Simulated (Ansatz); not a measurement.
The cluster Mg6N3. The state is a doublet with charge 0. Geometry relaxed at r2SCAN-D4/def2-SVP.

```tsv
atom	x (Å)	y (Å)	z (Å)
Mg1	-0.332	1.824	-1.204
Mg2	-1.140	0.173	0.776
Mg3	1.183	-0.912	1.629
Mg4	2.109	2.246	1.043
Mg5	-1.738	-1.857	-0.864
Mg6	0.662	-0.681	-1.012
N7	-1.300	0.074	-1.344
N8	0.840	0.898	0.419
N9	-0.283	-1.763	0.558
```

The charge 0 doublet is spin-contaminated (final ⟨S²⟩ up to 1.06, 0.75 for a pure state). The structure comes from a short search, and lower isomers may exist.

Problem. Estimate the harmonic wavenumbers at UKS r2SCAN-D4/def2-SVP (Ansatz, unscaled). Is this a minimum?

Solution. 55, 60, 176, 227, 249, 251, 257, 258, 308, 326, 338, 340, 365, 366, 375, 390, 487, 522, 624, 639, 731 cm⁻¹. Yes, no mode is imaginary beyond noise. Zero-point energy 43.9 kJ/mol. Hardware: 2 threads of AMD EPYC 7R13 on a shared host. Wall time 10 min.
